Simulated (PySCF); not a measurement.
A calculated (LDA, PySCF 2.14, x2c-TZVPPall, scalar relativity by spin-free X2C-1e) atom or ion has these occupied shells.

| shell | electrons | orbital energy (eV) | rms radius, mean of both spins (bohr) |
| --- | --- | --- | --- |
| 1s α | 1 | -5859.9 | 0.0735 |
| 1s β | 1 | -5859.9 | 0.0735 |
| 2s α | 1 | -663.21 | 0.319 |
| 2s β | 1 | -661.94 | 0.319 |
| 2p α | 3 | -558.12 | 0.288 |
| 2p β | 3 | -557.12 | 0.288 |
| 3s α | 1 | -72.379 | 0.975 |
| 3s β | 1 | -69.088 | 0.975 |
| 3p α | 3 | -44.236 | 1.06 |
| 3p β | 3 | -41.003 | 1.06 |
| 3d α | 5 | -2.373 | 2.19 |
| 3d β | 1 | -0.053 | 2.19 |

Problem. Name the element and its charge.

Solution. Cr (chromium, neutral), in [Ar] 3d6, high-spin 5D determinant (an excited configuration).
